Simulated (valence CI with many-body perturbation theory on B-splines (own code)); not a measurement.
## Questions on Pb⁵¹⁺

Level of theory: valence CI with perturbative core correlation (CI+MBPT): three valence electrons over a frozen Dirac-Fock core [Ar] 3d10, a basis of 9 s, 9 p, 8 d, 6 f, 3 g, 1 h functions for each j, with the one-electron correlation potential Σ1 (screened to all orders), the two-electron term Σ2, the three-electron term Σ3, Breit, model QED; selected single and double excitations, second order for the rest, scaled by the run's own slope (own B-spline code, finite nucleus).

No measured spectrum was set against this ion. As an estimate, large intervals hold to a few tenths of a per cent, small ones and those within an open d or f shell to about a per cent.

Levels are named by their leading jj configuration (3d3/2^4 stands for four electrons in 3d with j = 3/2), which in mixed levels can hold well under half, so a name can repeat and another be missing.

Rates and lifetimes use the calculated energies. Strong lines usually hold to 10 to 20 %, long lifetimes can be off by a factor of two.

Task: What is the ground level?

Result: (4s^2 4p1/2) J=1/2, composition 100 % 4s²4p ²P°, g = 0.657.

Task: Name the longest-lived excited levels whose lifetime is computed, and their main decay.

Result: (4s 4p3/2 4d5/2) J=9/2 at 5293.7 × 10³ cm⁻¹ lives 44.9 ns, mostly by M1 to (4s 4p1/2 4d5/2) J=7/2; (4s^2 4p3/2) J=3/2 at 1370.9 × 10³ cm⁻¹ lives 26.1 ns, mostly by M1 to (4s^2 4p1/2) J=1/2.

Task: Among levels below 5314.3 × 10³ cm⁻¹, which E1 lines absorb most strongly from the ground level?

Result: to (4s^2 4d3/2) J=3/2 at 3.442 nm, f = 0.870; to (4s 4p1/2 4p3/2) J=3/2 at 4.191 nm, f = 0.445; to (4s 4p1/2 4p3/2) J=1/2 at 4.158 nm, f = 0.399.

Task: What are the static dipole polarisabilities of the lowest levels?

Result: (4s^2 4p1/2) J=1/2 0.0177 bohr³, of which the core gives 0.00124.

Task: How well does LS coupling describe the low levels?

Result: Among the lowest 20 levels the leading LS term, summed over configurations, holds 66 % on average. For single configurations the figures are 65 % in LS and 97 % in jj coupling. Terms mix most in the J = 3/2 level at 3865.3 × 10³ cm⁻¹, where the leading one holds 35 %.

Task: Where does the other parity begin?

Result: At (4s 4p1/2^2) J=1/2, 952.72 × 10³ cm⁻¹.

Task: What is the ionisation energy?

Result: 3038 eV; NIST lists 3036 ± 4 eV (theoretical).
